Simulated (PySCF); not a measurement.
**How methods differ on the ionisation energy of I²⁰⁺**

I²⁰⁺ [Ar] 3d10 4s2 4p3 [4p1/2^2 4p3/2^1, M_J = 3/2] → I²¹⁺ [Ar] 3d10 4s2 4p2 [4p1/2^2, M_J = 0], as a difference of total energies. All numbers are calculated (PySCF 2.14, the two-component X2C-1e Hamiltonian, in an even-tempered Gaussian basis (18 s from 1.3 bohr⁻², ratio 2.8; 13 p from 1.7 bohr⁻², ratio 2.8; 9 d from 2.9 bohr⁻², ratio 2.8; 4 f from 9.1 bohr⁻², ratio 3)). Correlated levels: [Ne] frozen; the 86 highest virtual spinors dropped. "Screened" scales the spin-orbit matrix elements by Boettger's factors to mimic the two-electron term; Breit and QED terms are absent.

```json
{"method": "GHF (screened spin-orbit)", "ionisation energy (eV)": "599.98"}
{"method": "GMP2 (screened spin-orbit)", "ionisation energy (eV)": "600.69"}
```

Q: How much does correlation contribute at GMP2 (screened spin-orbit)?

A: 600.69 − (599.98) = 0.71 eV, measured against GHF (screened spin-orbit).

Breit and QED terms and the two-electron picture change are absent.

The labels give the starting determinants; with spin-orbit coupling the two ends relaxed to ⟨J²⟩ = 3.76, ⟨L²⟩ = 1.68, ⟨S²⟩ = 2.05 and ⟨J²⟩ = 0.00, ⟨L²⟩ = 1.34, ⟨S²⟩ = 1.34.

For comparison: 601 ± 4 eV (theoretical estimate listed by NIST; NIST Atomic Spectra Database, ionization energies).
